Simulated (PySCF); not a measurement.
MH for M along group 14

PBE0 with double-zeta basis sets in PySCF, for the lowest determinant that a PBE0 search found; no spin–orbit coupling. De refers to high-spin ground-configuration atoms. A positive dipole means M(−)H(+).

```tsv
M	basis	state (unpaired electrons)	Re (Å)	ωe (cm⁻¹)	De (eV)	μ (D)
C	def2-SVP	doublet (π ↑)	1.134	2871	3.56	1.54
Si	cc-pV(D+d)Z/cc-pVDZ	doublet (π ↑)	1.541	2020	3.06	0.19
Ge	cc-pVDZ-PP/cc-pVDZ	doublet (π ↑)	1.611	1876	2.81	-0.16
Sn	def2-SVP	doublet (π ↑)	1.788	1709	2.56	-0.43
Pb	def2-SVP	doublet (π ↑)	1.859	1604	2.39	-0.99
```

Question: By what factor does the bond length vary along the series?

Answer: At PBE0 it runs from 1.134 Å (CH) to 1.859 Å (PbH), a factor of 1.64.

The rows differ in basis set, which adds steps of its own.

Relativity is treated differently too: C no relativity; Si no relativity; Ge scalar-relativistic core potentials; Sn scalar-relativistic core potentials; Pb scalar-relativistic core potentials.

Down a group bonds as a rule get longer and wavenumbers fall, partly through the reduced mass; this series shows no clear exception.

Spin–orbit coupling is left out, which matters for elements this heavy, above all for dissociation energies. States were picked by a PBE0 search and need not be the measured ground states.
